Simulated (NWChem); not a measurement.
**Correlation energy of bromine monochloride (BrCl)**

```xyz
2

Cl     0.0000     0.0000     1.4776
Br     0.0000     0.0000    -0.7177
```
Charge 0, spin multiplicity 1.

Everything below was run with NWChem. Structure: optimised with B3LYP/def2-SVP, a minimum by its harmonic frequencies.

Basis set: def2-SVP. Each correlation energy counts from its own Hartree-Fock reference.

| method | correlation energy (mHa) | difference from CCSD(T) |
|---|---|---|
| CR-CCSD[T] | -387.2 | +1.4 |
| CCSD(T) | -388.6 | 0.0 |
| CR-CCSD(T) | -387.0 | +1.6 |
| MP2 | -363.2 | +25.4 |
| CCSD+T(CCSD) | -388.9 | -0.3 |
| CCSD | -380.2 | +8.4 |
| SCS-MP2 | -343.1 | +45.5 |

The values span 45.7 mHa, from CCSD+T(CCSD) (lowest) to SCS-MP2 (highest). 

The Hamiltonian is non-relativistic. The correlated methods keep 14 core orbitals frozen. Differences from the coupled-cluster row are differences between methods, not errors against experiment.
